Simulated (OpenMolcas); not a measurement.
**Nd4+: effect of the basis set**

```json
{
  "Program": "OpenMolcas 26.06",
  "Method": "SS-CASPT2, IPEA 0.25 Eh, imaginary shift 0.1 Eh (closed shells correlated: 5s 5p)",
  "Active space": "2 electrons in 7 orbitals (4f)",
  "State averaging": "2S+1 = 3 even, 21 roots; 2S+1 = 1 even, 28 roots (27 in the spin-orbit step)",
  "Spin-orbit coupling": "state interaction with AMFI integrals over the reference wave functions, term energies averaged over their components"
}
```

A. ANO-RCC-VDZ [7s6p4d2f], DKH4, point nucleus; CASPT2 step roughly 13 core-seconds
B. ANO-RCC-VTZP [8s7p5d3f2g1h], DKH2, point nucleus; CASPT2 step roughly 30 core-seconds
C. ANO-R3 [9s8p5d5f3g1h], X2C, finite nucleus; CASPT2 step about 60 core-seconds

Energies in cm-1 above 4f2 3H4, the measured ground level; measured values from the list in Carvajal Gallego et al., Mon. Not. R. Astron. Soc. 518, 332 (2023).

| Level | A | B | C | Measured |
| --- | --- | --- | --- | --- |
| 4f2 3H4 | 0.0 | 0.0 | 0.0 | 0.0 |
| 4f2 3H5 | 2990 | 3010 | 2980 | 2834 |
| 4f2 3H6 | 6100 | 6120 | 6060 | 5743 |
| 4f2 3F2 | 7100 | 6500 | 6320 | 5894 |
| 4f2 3F3 | 9050 | 8470 | 8280 | 7785 |
| 4f2 3F4 [53 %] | 9310 | 8790 | 8630 |  |
| 4f2 1G4 [52 %] | 13290 | 12760 | 12570 |  |
| 4f2 1D2 | 25210 | 23550 | 22980 | 20551 |
| 4f2 1I6 | 31030 | 29930 | 29530 | 26088 |
| 4f2 3P0 | 31540 | 29650 | 29060 | 25051 |
| 4f2 3P1 | 32070 | 30180 | 29580 | 25893 |
| 4f2 3P2 | 33750 | 31880 | 31260 | 27479 |

Deviations, from unrounded energies. A percentage is the sum of absolute deviations over the sum of measured energies, with the sign that they share, or ± where signs differ.

```tsv
Against measurement	Levels	A	B	C
mean absolute deviation (cm-1)	9	3500	2400	2100
fine structure of the ground term (%)	2	+5.9	+6.4	+5.5
other terms of the ground configuration (%)	7	+22.3	+15.4	+13.2
```

C lies closest to measurement on these levels and A furthest from it. The largest miss of C in the table is 4f2 3P0, by +4000 cm-1. The ranking rests on the paired levels alone, and a cruder setting can come out closer through cancelling errors.

Among A to C the level of the table that moves most is 4f2 3P2, by 2500 cm-1 (lowest in C, highest in A). Moves below CASPT2's spread within the term are not significant.

CASPT2 breaks the degeneracy within a term, and the mean is taken; among the terms shown or strongly mixed into the levels shown the widest spread is 880 cm-1 (4f2 1I, B). Some high roots are left out of the spin-orbit mixing, which shifts the levels that they would mix with. Some terms miss by over 15 % even with CASPT2, which points to a basis or an active space too small for the shells correlated. The basis is small and was not contracted for so high a charge (holds for A). The CASPT2 spread within a term exceeds the gap to the next term for 4f2 1I and 4f2 3P, so the order of their levels is uncertain (holds for B). Measured partners are found by configuration, term and J. A level has none where our copy of the source lacks it or the pairing is in doubt (some pairs that miss far off the trend of their configuration count as doubtful), and it then counts in no deviation. Levels of configurations outside the active space are missing.

A share in square brackets marks a mixed level and gives the weight of the term that names it, the lowest over the columns.
